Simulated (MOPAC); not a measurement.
Input file for MOPAC: PM7 on CH5BOS (SMILES CB(O)S), a point of a torsion scan.

```
PM7 1SCF PRECISE CHARGE=0 THREADS=1
CH5BOS

C     -0.75663097 1    -0.59152531 1    -0.11185348 1
B      0.33870952 1     0.55636106 1     0.02516528 1
O      0.07383666 1     1.83195138 1     0.32927904 1
S      2.09370141 1     0.18414592 1    -0.23466446 1
H     -0.57720241 1    -1.39709237 1     0.59843275 1
H     -1.76734695 1    -0.22492370 1     0.06063681 1
H     -0.73839940 1    -1.04229428 1    -1.10280283 1
H     -0.83647291 1     2.08603652 1     0.47705556 1
H      1.94816012 1    -1.10873374 1    -0.49999397 1
```

It printed:

```
*******************************************************************************
 **                                                                           **
 **                              MOPAC v23.2.5                                **
 **                                                                           **
 *******************************************************************************
 ** MOPAC's Digital Object Identifier: https://doi.org/10.5281/zenodo.6511958 **
 **                                                                           **
 ** Please cite the open-source release paper for use of this MOPAC version:  **
 ** J. E. Moussa and J. J. P. Stewart (2026)                                  **
 ** MOPAC: An open-source semiempirical molecular orbital program             **
 ** J. Open Source Softw., 11(119), 8025, https://doi.org/10.21105/joss.08025 **
 *******************************************************************************

                              PM7 CALCULATION RESULTS

 *******************************************************************************
 *  PM7        - The PM7 Hamiltonian to be used
 *
 *
 *
 *                 CHARGE ON SYSTEM = 0
 *
 *
 *
 *  PRECISE    - TIGHTER CRITERIA TO BE USED
 *  1SCF       - DO 1 SCF AND THEN STOP
 *  THREADS=1  - MULTI-THREADING NOT USED
 *  T=         - A TIME OF 172800.0 SECONDS REQUESTED
 *  DUMP=N     - RESTART FILE WRITTEN EVERY 7200.0 SECONDS REQUESTED
 *******************************************************************************
PM7 1SCF PRECISE CHARGE=0 THREADS=1
 CH5BOS

   ATOM   CHEMICAL          X               Y               Z
  NUMBER   SYMBOL      (ANGSTROMS)     (ANGSTROMS)     (ANGSTROMS)

     1       C         -0.75663097  *  -0.59152531  *  -0.11185348  *
     2       B          0.33870952  *   0.55636106  *   0.02516528  *
     3       O          0.07383666  *   1.83195138  *   0.32927904  *
     4       S          2.09370141  *   0.18414592  *  -0.23466446  *
     5       H         -0.57720241  *  -1.39709237  *   0.59843275  *
     6       H         -1.76734695  *  -0.22492370  *   0.06063681  *
     7       H         -0.73839940  *  -1.04229428  *  -1.10280283  *
     8       H         -0.83647291  *   2.08603652  *   0.47705556  *
     9       H          1.94816012  *  -1.10873374  *  -0.49999397  *



          CARTESIAN COORDINATES

    NO.       ATOM           X           Y           Z

     1         C         -0.7566     -0.5915     -0.1119
     2         B          0.3387      0.5564      0.0252
     3         O          0.0738      1.8320      0.3293
     4         S          2.0937      0.1841     -0.2347
     5         H         -0.5772     -1.3971      0.5984
     6         H         -1.7673     -0.2249      0.0606
     7         H         -0.7384     -1.0423     -1.1028
     8         H         -0.8365      2.0860      0.4771
     9         H          1.9482     -1.1087     -0.5000

 General Reference for PM7:
 "Optimization of Parameters for Semiempirical Methods VI: More Modifications to the
 NDDO Approximations and Re-optimization of Parameters", J. J. P. Stewart, J. Mol. Mod., 1:32, 19 (2013)
 https://link.springer.com/article/10.1007/s00894-012-1667-x

           Empirical Formula: C H5 O B S  =     9 atoms



      MOLECULAR POINT GROUP   :   Cs


      RHF CALCULATION, NO. OF DOUBLY OCCUPIED LEVELS = 12


 -------------------------------------------------------------------------------
 PM7 1SCF PRECISE CHARGE=0 THREADS=1
 CH5BOS



     1SCF WAS SPECIFIED, SO BFGS WAS NOT USED
     SCF FIELD WAS ACHIEVED


                              PM7 CALCULATION
                                                       MOPAC v23.2.5 Linux




          FINAL HEAT OF FORMATION =        -91.88320 KCAL/MOL =    -384.43931 KJ/MOL


          COSMO AREA              =        111.51 SQUARE ANGSTROMS
          COSMO VOLUME            =         97.81 CUBIC ANGSTROMS

          IONIZATION POTENTIAL    =          9.105357 EV
          HOMO LUMO ENERGIES (EV) =         -9.105 -0.606
          NO. OF FILLED LEVELS    =         12
          MOLECULAR WEIGHT        =         75.9199         POINT GROUP:  Cs

          MOLECULAR DIMENSIONS (Angstroms)

            Atom       Atom       Distance
            H     9    H     8     4.34918
            H     6    S     4     3.18651
            H     5    H     7     1.74520


          SCF CALCULATIONS        =          1





   ATOM   CHEMICAL          X               Y               Z
  NUMBER   SYMBOL      (ANGSTROMS)     (ANGSTROMS)     (ANGSTROMS)

     1       C         -0.75663097  *  -0.59152531  *  -0.11185348  *
     2       B          0.33870952  *   0.55636106  *   0.02516528  *
     3       O          0.07383666  *   1.83195138  *   0.32927904  *
     4       S          2.09370141  *   0.18414592  *  -0.23466446  *
     5       H         -0.57720241  *  -1.39709237  *   0.59843275  *
     6       H         -1.76734695  *  -0.22492370  *   0.06063681  *
     7       H         -0.73839940  *  -1.04229428  *  -1.10280283  *
     8       H         -0.83647291  *   2.08603652  *   0.47705556  *
     9       H          1.94816012  *  -1.10873374  *  -0.49999397  *

                             CARTESIAN COORDINATES

   1    C       -0.756630970    -0.591525310    -0.111853480
   2    B        0.338709520     0.556361060     0.025165280
   3    O        0.073836660     1.831951380     0.329279040
   4    S        2.093701410     0.184145920    -0.234664460
   5    H       -0.577202410    -1.397092370     0.598432750
   6    H       -1.767346950    -0.224923700     0.060636810
   7    H       -0.738399400    -1.042294280    -1.102802830
   8    H       -0.836472910     2.086036520     0.477055560
   9    H        1.948160120    -1.108733740    -0.499993970


           Empirical Formula: C H5 O B S  =     9 atoms



      MOLECULAR POINT GROUP   :   Cs


                  EIGENVALUES
 -30.01743 -26.43421 -24.46808 -18.52452 -14.91166 -14.40471 -14.03443 -13.01692
 -12.96009 -12.08134 -10.14088  -9.10536  -0.60608  -0.27707   0.09922   0.42365
   0.52904   0.75056   1.38965   2.25926   3.52536   4.05096   5.55345   5.56862
   5.87485   6.89629


              NET ATOMIC CHARGES AND DIPOLE CONTRIBUTIONS

  ATOM NO.   TYPE          CHARGE      No. of ELECS.   s-Pop       p-Pop       d-Pop
    1          C          -0.572803        4.5728     1.05658     3.51622
    2          B           0.332735        2.6673     0.69153     1.97574
    3          O          -0.508995        6.5090     1.74570     4.76329
    4          S          -0.210414        6.2104     1.87835     4.21912     0.11295
    5          H           0.158893        0.8411     0.84111
    6          H           0.148326        0.8517     0.85167
    7          H           0.158690        0.8413     0.84131
    8          H           0.341557        0.6584     0.65844
    9          H           0.152011        0.8480     0.84799
 DIPOLE           X         Y         Z       TOTAL
 POINT-CHG.    -1.886    -1.556    -0.143     2.449
 HYBRID        -0.813     0.075     0.100     0.822
 SUM           -2.699    -1.481    -0.043     3.079


          ATOMIC ORBITAL ELECTRON POPULATIONS

     Atom    s        px        py        pz      x^2-y^2     xz        z^2       yz        xy
    1  C   1.05658   1.16853   1.17392   1.17377
    2  B   0.69153   0.86255   0.68614   0.42705
    3  O   1.74570   1.45855   1.55688   1.74785
    4  S   1.87835   1.27201   1.13832   1.80879   0.06814   0.00444   0.02418   0.01084   0.00536
    5  H   0.84111
    6  H   0.85167
    7  H   0.84131
    8  H   0.65844
    9  H   0.84799

 **********************
 *                    *
 * JOB ENDED NORMALLY *
 *                    *
 **********************




 == MOPAC DONE ==
```

The run finished.

Cost: about 0.020 core-seconds (a rough figure).
